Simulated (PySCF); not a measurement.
Si(Cl)2(I)(OH), SMILES O[Si](Cl)(Cl)I (HCl2IOSi), singlet (CAM-B3LYP/def2-SVP optimised geometry):

```
6

O     -1.314     0.470     0.000
Si    -0.737    -1.059     0.000
Cl    -1.350    -2.064    -1.678
Cl     1.314    -1.059     0.000
I     -1.589    -2.125     1.993
H     -1.076     1.059    -0.727
```

Method: CAM-B3LYP/def2-TZVP, def2 effective core potentials past Kr run with PySCF.

Problem. What are the frontier orbital energies and the dipole moment?

Solution. HOMO-2 -10.75 eV, HOMO-1 -9.38 eV, HOMO -9.32 eV, LUMO -0.08 eV, LUMO+1 1.18 eV; dipole moment 1.30 D.

On the same geometry PBE/def2-TZVP, def2 effective core potentials past Kr run with PySCF gives HOMO-2 -7.86 eV, HOMO-1 -6.96 eV, HOMO -6.90 eV, LUMO -2.01 eV, LUMO+1 -0.65 eV; dipole moment 1.24 D.
